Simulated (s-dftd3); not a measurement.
C$_{2}$HF$_{5}$, charge -1, doublet, at the geometry of the source list (a state made from the parent by changing its charge; the spin is typed, not shown lowest); D3(bj) for blyp (s-dftd3).

Here is a job for s-dftd3.
```
$ s-dftd3 mol.xyz --bj blyp --json dftd3.json --noedisp --grad

# file mol.xyz
8

F      1.10220000    -1.19930000     0.67480000
C      0.77990000    -0.12100000    -0.05470000
F      1.41890000     0.93700000     0.46610000
C     -0.74820000     0.11140000     0.00470000
F     -1.19280000     0.29790000     1.23880000
F     -1.07750000     1.18140000    -0.72060000
F     -1.39140000    -0.93590000    -0.51370000
H      1.10880000    -0.27150000    -1.09550000
```

It wrote (shortened):

```
-----------------------------------
 s i m p l e   D F T - D 3  v1.4.0
-----------------------------------

Rational (Becke-Johnson) damping: blyp-D3(BJ)
---------------------
  s6         1.0000
  s8         2.6996
  s9         0.0000
  a1         0.4298
  a2         4.2359
 alp        14.0000
--------------------

Dispersion energy:      -9.0826631043595E-03 Eh

Gradient norm:           7.2078989816068E-04 Eh/a0
--------------------------------------------------
     #    Z           dE/dx      dE/dy      dE/dz
--------------------------------------------------
     1    9 F     2.430E-04 -1.769E-04  8.408E-05
     2    6 C     1.297E-04 -2.095E-05 -1.760E-05
     3    9 F     2.859E-04  1.122E-04  5.584E-05
     4    6 C    -1.067E-04  1.514E-05 -7.081E-06
     5    9 F    -2.485E-04  5.293E-05  1.647E-04
     6    9 F    -2.141E-04  1.617E-04 -1.058E-04
     7    9 F    -2.544E-04 -1.103E-04 -7.920E-05
     8    1 H     1.651E-04 -3.376E-05 -9.493E-05
--------------------------------------------------

Virial:
--------------------------------------------------
      component           x          y          z
--------------------------------------------------
          x       3.626E-03 -3.492E-04  1.624E-04
          y      -3.492E-04  1.211E-03 -4.384E-05
          z       1.624E-04 -4.384E-05  9.612E-04
--------------------------------------------------

[Info] JSON dump of results written to 'dftd3.json'
```
